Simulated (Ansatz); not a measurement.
Relaxation of CH6AlBFNO (12 atoms, charge 0, multiplicity 1), to a largest force component of 0.015 eV/Å in at most 40 steps.

The calculation used RKS r2SCAN-D4/def2-SVP in Ansatz.

```xyz
12
Properties=species:S:1:pos:R:3
N 0.930 -0.309 -1.317
C 0.258 0.124 -0.064
O -1.100 -0.070 -0.212
Al 0.645 2.041 0.174
B 0.797 -0.700 1.197
F 0.206 -0.478 2.523
H 1.605 -1.019 -1.135
H 1.469 0.562 -1.708
H -1.631 0.335 0.575
H 0.051 2.854 1.488
H 1.657 2.842 -0.765
H 1.613 -1.506 1.085
```

**Question.** Where does it end, and by what steps?

**Answer.** The run converged. After 26 steps the energy has fallen by 2.483 eV; O3 moved furthest, 1.17 Å. Parted: C2–O3 (1.38 → 2.51 Å). Joined: O3–Al4 (2.77 → 1.77 Å).

```
step  energy less start (eV)  largest force component (eV/Å)  accepted
   0                  0.0000                           4.276       yes
   1                 -0.7777                           1.818       yes
   2                 -1.0852                           1.068       yes
   3                 -1.2750                           1.712       yes
   4                 -1.5552                           1.569       yes
   5                 -1.8873                           0.902       yes
   6                 -2.0126                           0.792       yes
   7                 -2.1124                           0.619       yes
   8                 -2.1928                           0.598       yes
   9                 -2.2967                           0.915       yes
  10                 -2.2958                           2.451        no
  11                 -2.3677                           0.327       yes
  12                 -2.4165                           0.462       yes
  13                 -2.4392                           0.811       yes
  14                 -2.4452                           0.390       yes
  15                 -2.4670                           0.350       yes
  16                 -2.4738                           0.218       yes
  17                 -2.4770                           0.157       yes
  18                 -2.4792                           0.116       yes
  19                 -2.4794                           0.074       yes
  20                 -2.4807                           0.058       yes
  21                 -2.4811                           0.095       yes
  22                 -2.4822                           0.079       yes
  23                 -2.4821                           0.063        no
  24                 -2.4827                           0.064       yes
  25                 -2.4825                           0.061        no
  26                 -2.4830                           0.008       yes
```

```xyz
12
Properties=species:S:1:pos:R:3
N 1.379 -0.319 -1.193
C 1.026 -0.011 0.019
O -1.235 1.082 -0.047
Al 0.284 1.941 0.238
B 0.875 -0.844 1.286
F -0.308 -1.020 1.869
H 1.422 -1.274 -1.552
H 1.530 0.426 -1.881
H -1.736 0.716 0.691
H 0.531 2.611 1.666
H 0.862 2.586 -1.119
H 1.872 -1.217 1.865
```

Run time: 48 s on 2 threads of AMD EPYC 9R45 96-Core Processor (Zen 5) (shared host), peak memory 0.26 GiB.
